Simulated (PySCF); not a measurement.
C₂H₄Cl₂Ge. Atoms are numbered in the order given.

```xyz
9

Ge     0.1219    -0.3077    -0.3869
Cl     0.4363     1.8296    -0.4788
Cl     1.3111    -1.0949     1.2396
C     -1.7370    -0.6283    -0.0052
C     -2.6323     0.3591     0.1146
H      0.6818    -0.9161    -1.6741
H     -2.0405    -1.6754     0.1269
H     -3.6852     0.1515     0.3387
H     -2.3470     1.4110    -0.0024
```
Charge 0, spin multiplicity 1.

Coordinates come from a r2SCAN-D4/def2-SVP optimisation. This is a generated structure with no PubChem entry under its InChIKey; it may be hypothetical. The values are those of a single conformer.

Computed with HF/pcSseg-1 (PySCF).

GIAO shieldings, no solvent; atoms listed in one row are averaged. δ = σ(ref) − σ: ⁷³Ge against GeH4 (σ = 1776.1 ppm); ³⁵Cl against HCl (σ = 958.2 ppm); ¹³C against TMS (σ = 192.6 ppm); ¹H against TMS (σ = 31.99 ppm), references at their B3LYP-D3(BJ)/def2-TZVP geometries, non-relativistic (without spin–orbit terms, shifts of atoms bonded to Cl or Br come out too high).

Question: Estimate the chemical shifts. (Estimate from the structure and the level; the computed values follow.)

Answer: 
```json
[
 {"nucleus": "⁷³Ge", "atoms": "Ge1", "count": "1", "δ (ppm)": "321.7"},
 {"nucleus": "³⁵Cl", "atoms": "Cl3", "count": "1", "δ (ppm)": "-11.2"},
 {"nucleus": "³⁵Cl", "atoms": "Cl2", "count": "1", "δ (ppm)": "-49.0"},
 {"nucleus": "¹³C", "atoms": "C5", "count": "1", "δ (ppm)": "152.8"},
 {"nucleus": "¹³C", "atoms": "C4", "count": "1", "δ (ppm)": "135.8"},
 {"nucleus": "¹H", "atoms": "H8, H9", "count": "2", "δ (ppm)": "7.07"},
 {"nucleus": "¹H", "atoms": "H7", "count": "1", "δ (ppm)": "6.42"},
 {"nucleus": "¹H", "atoms": "H6", "count": "1", "δ (ppm)": "5.94"}
]
```
